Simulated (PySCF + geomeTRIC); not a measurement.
Species: [Hf(OH)4] (charge 0, multiplicity 1).

Task: Give a relaxed geometry from BP86-D3(BJ)/def2-SVP run with PySCF + geomeTRIC.

Result: Several could match; the one computed here: the end point of this relaxation, one of several conformers.
Cartesian coordinates (Å) in one orientation:
```xyz
9

Hf     0.394     0.252    -0.043
O     -0.939     0.219    -1.456
H     -1.604     0.191    -2.153
O      0.007    -1.149     1.244
H     -0.194    -1.829     1.897
O      2.155    -0.032    -0.810
H      3.038    -0.189    -1.165
O      0.348     1.973     0.856
H      0.320     2.835     1.286
```
